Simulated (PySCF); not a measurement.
# Calculated NMR parameters of [SiH3]N([SiH3])c1ccccc1

* Formula: C6H11NSi2
* SMILES: [SiH3]N([SiH3])c1ccccc1
* InChI: InChI=1S/C6H11NSi2/c8-7(9)6-4-2-1-3-5-6/h1-5H,8-9H3
* Point group of the computed structure: C2
* Degrees of unsaturation: 4
* Carbon signals: 4
* Proton signals: 4

Bonds (- single, = double, # triple, : aromatic): Si1-N2, N2-Si3, N2-C4, C4:C5, C5:C6, C6:C7, C7:C8, C8:C9, C9:C4. Si1 carries H10, H11, H12; Si3 carries H13, H14, H15; C5 carries H16; C6 carries H17; C7 carries H18; C8 carries H19; C9 carries H20.

PySCF calculation with shielding tensors at PBE/pcSseg-1 (GIAO) and PBE0-D3(BJ)/def2-SVP structure; non-relativistic, single conformer, averaged over atoms made equivalent by symmetry, fast rotation or ring inversion, isolated molecule.

Shifts are taken against calculated references (same method and geometry level): 1H and 13C and 29Si vs TMS; NH3 for 15N.

| carbon | δC, type | δH (multiplicity) | HMBC from (2–3 bonds) | span of the C tensor (ppm) |
| --- | --- | --- | --- | --- |
| C4 | 152.3, C | – | H17/H19, H16/H20, H10/H11/H12/H13/H14/H15 | 192 |
| C5/C9 | 120.6, CH | 6.94 (d) | H17/H19, H16/H20, H18 | 191 |
| C6/C8 | 131.6, CH | 7.23 (m) | H17/H19, H16/H20, H18 | 225 |
| C7 | 123.0, CH | 6.91 (t) | H17/H19, H16/H20 | 218 |

Other nuclei:
| atoms | nucleus | environment | δ (ppm) | σ (ppm) |
| --- | --- | --- | --- | --- |
| H10/H11/H12/H13/H14/H15 | 1H | hydrogen on a silicon bonded to N | 5.07 | 26.12 |
| Si1/Si3 | 29Si | silicon bonded to N, 3 H | -50.2 | 384.8 |
| N2 | 15N | aniline-type nitrogen | 59.6 | 205.5 |

- Carbon types of the structure: 1 × C, 5 × CH, leaving 6 H on heteroatoms.
- δC 152.3: aromatic carbon bearing nitrogen; the electronegative substituent deshields the carbon that carries it.
- δC 131.6, 123.0, 120.6: aromatic CH.
- δH 7.23, 6.94, 6.91: hydrogen on an aromatic CH.
- δH 5.07: hydrogen on a silicon bonded to N.

Shifts are as computed. Against solution values, carbons near 30 ppm lie about +2 ppm off and those near 130 ppm about +2 ppm. Of 1211 compounds with measured shifts, 218 miss one by over three times the rms of a fit or turn the order of signals round; such compounds aren't used in these exercises. Experimental scales use liquid or dissolved standards, which lie at an offset from isolated NH3 (liquid NH3: subtract about 20 ppm). Multiplicities follow the n + 1 count of equivalent neighbours, as no J values were calculated; m marks all less simple cases, F and P coupling included.
